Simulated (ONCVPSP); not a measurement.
## Pseudopotential generation for fluorine (F): ONCV, PBE, scalar-relativistic.

| Property | Result |
| --- | --- |
| Element | fluorine (F) |
| Generator | ONCVPSP 4.0.1 |
| Type | optimised norm-conserving Vanderbilt (ONCV) |
| Functional | PBE |
| Relativity | scalar-relativistic |
| Frozen core | [He] |
| Valence charge | 7 |
| Reference configuration | 2s1.5 2p5.5 |
| Partial waves | 2s: rc 0.55 bohr, ncon 4, nbas 9, qcut 13.8 1/bohr, 2 projectors, debl 0.8 Ha; 2p: rc 1.55 bohr, ncon 5, nbas 10, qcut 7.8 1/bohr, 2 projectors, debl 3.4 Ha; d scattering state at 0.29 Ha: rc 1.55 bohr, ncon 5, nbas 8, qcut 7.2 1/bohr, 3 projectors, debl 3.4 Ha |
| Local potential | polynomial inside 0.40 bohr (lpopt 5, dvloc0 0 Ha) |
| Core correction | Teter function, fcfact 2.5, rcfact 1.4 |

In the s channel the program set the typed energies aside and used -1.108, 0.250 Ha.

- Cutoffs needed: 59 Ha and 690 Ha (the cutoffs (Ha) at which the residual kinetic energy of the hardest occupied pseudo-wave falls to 1 and 0.1 mHa per electron)
- Ghost test: ghosts flagged at negative energy: s at -490.6 eV; GHOST(+) flagged for p at 185.4 eV; a true bound ghost makes a file unfit for plane-wave use
- Largest excitation error: +610 meV (all-electron minus pseudo) for 2s2 2p3, out of 4 test configurations
- rms error of d²Exc/dni dnj: 1.65 mHa without and 1.78 mHa with the model core
